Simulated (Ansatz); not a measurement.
C4H10Al (SMILES C[CH2][Al][CH2]C), doublet, geometry from GFN2-xTB (such geometries of metal compounds can be far from the true shape) (the spin is typed, not shown lowest); Ansatz (a quantum-chemistry and plane-wave program) with CCSD(T)/STO-3G.

Ansatz was given this input:
Ansatz 0.2 input:
```yaml
crystal:
  periodic: [false, false, false]
  atoms:
    - {symbol: Al, position_ang: [0.50514851, 0.60140878, 0.16716194]}
    - {symbol: C, position_ang: [1.45041655, -0.97304291, 1.04337965]}
    - {symbol: C, position_ang: [1.03405232, -2.33915331, 0.47834721]}
    - {symbol: H, position_ang: [1.27590597, -0.97642399, 2.13114692]}
    - {symbol: H, position_ang: [2.54126947, -0.86115121, 0.92986114]}
    - {symbol: H, position_ang: [1.24941148, -2.39612036, -0.58831340]}
    - {symbol: H, position_ang: [-0.03593351, -2.49676484, 0.60884902]}
    - {symbol: H, position_ang: [1.56151532, -3.15468257, 0.97536003]}
    - {symbol: C, position_ang: [-1.37870763, 0.54979668, -0.60539741]}
    - {symbol: C, position_ang: [-1.77024716, 1.94659307, -1.11621692]}
    - {symbol: H, position_ang: [-2.12284744, 0.22052076, 0.13561594]}
    - {symbol: H, position_ang: [-1.46075454, -0.16830071, -1.43564308]}
    - {symbol: H, position_ang: [-1.06995303, 2.28410127, -1.88222076]}
    - {symbol: H, position_ang: [-1.74619035, 2.67264963, -0.30190756]}
    - {symbol: H, position_ang: [-2.77243859, 1.95269688, -1.54652871]}
basis:
  gaussian:
    orbitals: STO-3G
magnetization: {spin_polarized: true, initial_magnetization: 1}
correlation: {method: ccsd_t, electrons: outside_noble_gas}
accuracy: high
```

Output, abridged:

```
Functional definition: HF
804 factors; integrals over basis functions are off by at most 3.5e-9 eV
mean field evaluation 1: about -10731.0079 eV, gradient 1.2e1 eV
mean field evaluation 2: about -10731.2567 eV, gradient 1.1e1 eV
mean field evaluation 4: about -10732.8421 eV, gradient 1.5e0 eV
mean field evaluation 8: about -10732.8945 eV, gradient 3.1e-4 eV
mean field evaluation 16: about -10731.0081 eV, gradient 1.2e1 eV
mean field -10732.89226236 eV, -394.4265156261 hartree, gradient 2.9e-8 eV, S^2 0.757284; 0 other end points of the search recorded, 0 dependent functions left out
9 core orbitals not correlated
reference -10732.89226236 eV, -394.4265156261 hartree; 15, 14 occupied and 15, 16 virtual orbitals, 804 factors
second order -6.19407336 eV of doubles, -0.00000000 eV of singles
cycle   1  -7.56477867 eV  change    -1.4e0 eV  update   8.6e-2
cycle   2  -8.24125689 eV  change   -6.8e-1 eV  update   3.5e-2
cycle   3  -8.28008331 eV  change   -3.9e-2 eV  update   7.0e-3
cycle   4  -8.28200852 eV  change   -1.9e-3 eV  update   2.5e-3
cycle   5  -8.28220754 eV  change   -2.0e-4 eV  update   1.0e-3
cycle   6  -8.28176265 eV  change    4.4e-4 eV  update   4.3e-4
cycle   7  -8.28177618 eV  change   -1.4e-5 eV  update   1.2e-4
cycle   8  -8.28183050 eV  change   -5.4e-5 eV  update   3.7e-5
cycle   9  -8.28182773 eV  change    2.8e-6 eV  update   1.3e-5
cycle  10  -8.28182749 eV  change    2.3e-7 eV  update   3.9e-6
cycle  11  -8.28182777 eV  change   -2.8e-7 eV  update   1.2e-6
cycle  12  -8.28182800 eV  change   -2.3e-7 eV  update   4.1e-7
cycle  13  -8.28182815 eV  change   -1.5e-7 eV  update   2.0e-7
cycle  14  -8.28182800 eV  change    1.6e-7 eV  update   1.1e-7
cycle  15  -8.28182794 eV  change    5.2e-8 eV  update   6.7e-8
cycle  16  -8.28182793 eV  change    1.7e-8 eV  update   4.0e-8
cycle  17  -8.28182792 eV  change    2.6e-9 eV  update   2.6e-8
cycle  18  -8.28182719 eV  change    7.3e-7 eV  update   1.2e-7
cycle  19  -8.28182699 eV  change    2.0e-7 eV  update   3.4e-8
cycle  20  -8.28182695 eV  change    4.6e-8 eV  update   1.0e-8
cycle  21  -8.28182694 eV  change    9.4e-9 eV  update   3.9e-9
cycle  22  -8.28182694 eV  change   8.1e-10 eV  update   1.6e-9
perturbative correction -0.06052049 eV, -0.0022240870 hartree
Total energy: -10741.23460979 eV, -394.7330912394 hartree
```
